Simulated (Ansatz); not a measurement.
CH6FNOSi can be A, `C[Si](N)(O)F`, or B, `N[SiH](F)CO`.

Computed with Ansatz on PBE0-D4/def2-TZVP structures; ΔE is electronic, products minus reactants. CCSD(T)/CBS adds triple-zeta CCSD(T) − MP2 to the extrapolated MP2 energy (def2 sets, frozen cores). DFT in def2-TZVPP. Each species was taken in one conformer, which may not be the lowest.

Which isomer does CCSD(T)/CBS put lower? Give the gap. (Estimate.)

Ansatz gave: A, by 235.2 kJ/mol.

Give E(B) − E(A) in kJ/mol with PBE-D4, MP2/def2-TZVPP, BLYP-D4, PBE0-D4, CCSD(T)/def2-TZVPP, HF/def2-TZVPP, B2PLYP. (Best estimate.)

The calculation gave: PBE-D4 220.0, MP2/def2-TZVPP 240.9, BLYP-D4 221.9, PBE0-D4 227.4, CCSD(T)/def2-TZVPP 232.9, HF/def2-TZVPP 235.8, B2PLYP 232.9. None reverses the order clearly.

Does the order hold for the free energy at 298.15 K (harmonic terms from PBE0-D4)? (Estimate.)

Computed: Yes: G(B) − G(A) = +233.7 kJ/mol, for one conformer each.

Largest T1 diagnostic: 0.011.

At CCSD(T), def2-SVP lies −26.6 kJ/mol from the extrapolated value and def2-TZVPP −2.2 kJ/mol. From BLYP to BHLYP (50 % exact exchange), in def2-TZVPP and without D4, E(B) − E(A) moves by +14.4 kJ/mol.
